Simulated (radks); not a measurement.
Results of a calculation; reference values are marked as such.
Ionisation of the beryllium ion Be2+, [He], to 1s1 as the strength of local exchange is varied. Code: a radial shooting solver on a logarithmic mesh with Libxc functionals. Model: Dirac Kohn-Sham, Slater X-alpha exchange (alpha = 2/3 is LDA exchange), no correlation, spin-unpolarised, spherical densities, point nucleus.

| alpha | E(Be2+) (hartree) | exchange (hartree) | IE (eV) | -e of the level emptied (eV) | <r> of it (bohr) |
|---|---|---|---|---|---|
| 0.665 | -13.29212 | -1.92237 | 154.71 | 128.59 (1s1/2) | 0.4219 |
| 0.667 | -13.29791 | -1.92862 | 154.80 | 128.68 (1s1/2) | 0.4218 |
| 0.732 | -13.48661 | -2.13358 | 157.73 | 131.68 (1s1/2) | 0.4181 |
| 0.79 | -13.65626 | -2.31902 | 160.38 | 134.38 (1s1/2) | 0.4149 |
| 1.006 | -14.29866 | -3.03074 | 170.42 | 144.68 (1s1/2) | 0.4034 |

NIST Atomic Spectra Database: 153.90 eV (theoretical). The central value is not met in this range of alpha. Spin polarisation and multiplet splitting are left out, so open shells lie too high by an amount that depends on their filling.

Beside tabulated values, note that spin-unpolarised runs miss the spin-polarisation part of the exchange energy of open shells.
